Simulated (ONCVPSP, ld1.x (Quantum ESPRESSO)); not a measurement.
Hardness and transferability of assorted potentials

Generated with ld1.x 7.5 (TM, RRKJ, ultrasoft, PAW), atompaw 4.2 or ONCVPSP 4.0.1. The cutoff is in Ry: for ld1.x and atompaw files where the sum of valence levels is converged to 10 mRy in a Bessel basis, for ONCV files where the hardest occupied wave has 1 mHa per electron of residual kinetic energy. The error is the largest all-electron minus pseudo excitation energy over each file’s own four to seven test configurations (ionisations up to +4, promotions, holes and added fractions of an electron), all of which were solved. The labels leave out finer settings (local radius, basis sizes, second energies), which also bear on the numbers. Spin-polarised tests are not counted. The rows are a selection from randomly drawn settings: files with unsolved tests, undetermined cutoffs or missed reference levels are left out.

A true bound ghost makes a file unfit for plane-wave use even where its test errors are small: the radial tests pick states by their node count and pass the ghost by.

| element | potential | cutoff (Ry) | largest error (meV) | bound ghosts |
| --- | --- | --- | --- | --- |
| F | ONCV, PBE, scalar-relativistic, rc 0.75/1.35/1.40 (spd), local smoothed, core correction no, reference 2s2 2p5, qcut 10.2/10.2/8, projectors 2/3/2 | 110 | +865 | none |
| Cl | ONCV, PBEsol, scalar-relativistic, rc 0.75/0.60 (sp), local smoothed, core correction yes, reference 2s2 2p6 3s2 3p5, qcut 15.7/18.9, projectors 2/2 | 380 | +12 | none |
| Ar | ONCV, PBE, scalar-relativistic, rc 1.10/0.95/0.85 (spd), local smoothed, core correction yes, reference 3s2 3p6, qcut 6.7/7.9/11.8, projectors 3/3/2 | 52 | +19 | s, p |
| Ge | ONCV, PBE, scalar-relativistic, rc 1.05/0.95/1.25 (spd), local smoothed, core correction yes, reference 3s2 3p6 3d10 4s2 4p2, qcut 13.2/14.1/15.2, projectors 2/2/1 | 162 | -5.9 | none |
| Re | ONCV, PBE, scalar-relativistic, rc 1.35/1.60/2.15/2.15 (spdf), local smoothed, core correction yes, reference 5s2 5p6 5d5 6s1, qcut 7.3/10.9/5.7/4.9, projectors 2/2/2/2 | 65 | -23 | none |

Question: Fill in the row for Si: TM, PBE, scalar-relativistic, rc 1.50/1.55/1.70 (spd), local d, core correction yes, reference 3s2 3p0.

Answer: cutoff 15 Ry, largest error +37 meV, bound ghosts: none.
